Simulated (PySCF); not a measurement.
Molfile (atoms numbered from 1):
```
C6H10NSi
     RDKit          3D

 18 18  0  0  0  0  0  0  0  0999 V2000
   -2.4942   -0.4771   -1.0386 Si  0  0  0  0  0  4  0  0  0  0  0  0
   -1.5799    0.6334    0.3086 C   0  0  0  0  0  0  0  0  0  0  0  0
   -0.1639    0.3479    0.2958 C   0  0  0  0  0  0  0  0  0  0  0  0
    0.3925   -0.6771    1.0892 C   0  0  0  0  0  0  0  0  0  0  0  0
    1.7302   -0.9527    1.0314 C   0  0  0  0  0  0  0  0  0  0  0  0
    2.5358   -0.2546    0.2119 N   0  0  0  0  0  0  0  0  0  0  0  0
    2.0550    0.7257   -0.5728 C   0  0  0  0  0  0  0  0  0  0  0  0
    0.7249    1.0410   -0.5523 C   0  0  0  0  0  0  0  0  0  0  0  0
   -2.2022   -1.8588   -0.6612 H   0  0  0  0  0  0  0  0  0  0  0  0
   -3.8951   -0.1018   -0.9267 H   0  0  0  0  0  0  0  0  0  0  0  0
   -1.8705   -0.1288   -2.3138 H   0  0  0  0  0  0  0  0  0  0  0  0
   -2.0361    0.3920    1.2644 H   0  0  0  0  0  0  0  0  0  0  0  0
   -1.7907    1.6666    0.0479 H   0  0  0  0  0  0  0  0  0  0  0  0
   -0.2401   -1.2409    1.7559 H   0  0  0  0  0  0  0  0  0  0  0  0
    2.1842   -1.7229    1.6357 H   0  0  0  0  0  0  0  0  0  0  0  0
    3.5278   -0.4668    0.1913 H   0  0  0  0  0  0  0  0  0  0  0  0
    2.7590    1.2472   -1.2030 H   0  0  0  0  0  0  0  0  0  0  0  0
    0.3545    1.8339   -1.1821 H   0  0  0  0  0  0  0  0  0  0  0  0
  1  2  1  0
  2  3  1  0
  3  4  2  0
  4  5  1  0
  5  6  2  0
  6  7  1  0
  7  8  2  0
  8  3  1  0
  1  9  1  0
  1 10  1  0
  1 11  1  0
  2 12  1  0
  2 13  1  0
  4 14  1  0
  5 15  1  0
  6 16  1  0
  7 17  1  0
  8 18  1  0
M  CHG  1   6   1
M  END
```

Geometry: GFN2-xTB; GIAO shifts from PySCF 2.14, gas phase, non-relativistic, averaged over equivalent atoms.

At PBE0/pcSseg-1 (193 basis functions, 56 s wall time on 1 thread of an Intel Xeon, shared host):
```
     atoms  δ (ppm)
       Si1    -41.5
        C3    183.5
     C5/C7    144.6
     C4/C8    133.7
        C2     31.1
        N6    196.3
       H16     9.87
   H15/H17     8.37
   H14/H18     8.03
H9/H10/H11     4.36
   H12/H13     3.14
```

Chemical shifts δ = σref − σ; ²⁹Si (σ = 349.16 ppm) and ¹³C (σ = 186.93 ppm) and ¹H (σ = 31.72 ppm) vs TMS; ¹⁵N (σ = 267.73 ppm) vs NH3, all at this level.

Question: Estimate the result of repeating the calculation with PBE0/6-311G**.

Answer: 
```json
{"atoms": "Si1", "δ at PBE0/6-311G**": "-40.6", "change": "+0.9"}
{"atoms": "C3", "δ at PBE0/6-311G**": "181.9", "change": "-1.6"}
{"atoms": "C5/C7", "δ at PBE0/6-311G**": "142.9", "change": "-1.7"}
{"atoms": "C4/C8", "δ at PBE0/6-311G**": "132.5", "change": "-1.2"}
{"atoms": "C2", "δ at PBE0/6-311G**": "31.4", "change": "+0.3"}
{"atoms": "N6", "δ at PBE0/6-311G**": "196.8", "change": "+0.5"}
{"atoms": "H16", "δ at PBE0/6-311G**": "9.72", "change": "-0.15"}
{"atoms": "H15/H17", "δ at PBE0/6-311G**": "8.40", "change": "+0.03"}
{"atoms": "H14/H18", "δ at PBE0/6-311G**": "8.12", "change": "+0.09"}
{"atoms": "H9/H10/H11", "δ at PBE0/6-311G**": "4.58", "change": "+0.22"}
{"atoms": "H12/H13", "δ at PBE0/6-311G**": "3.14", "change": "+0.00"}
```

δ = σ(ref) − σ, references computed at the same level: ²⁹Si (σref 353.34), ¹³C (σref 190.38), ¹H (σref 32.08) vs TMS; ¹⁵N (σref 274.56) vs NH3.

The largest change is at C5/C7 (aromatic CH next to a ring nitrogen). Cost: 212 basis functions, 66 s wall time on 1 thread of an Intel Xeon, shared host. The order of the carbon signals is the same at both levels.

Experimental scales use liquid or dissolved standards, which lie at an offset from isolated NH3 (liquid NH3: subtract about 20 ppm). Unscaled 15N shifts of sp2 nitrogen come out 20 to 40 ppm too high even then.
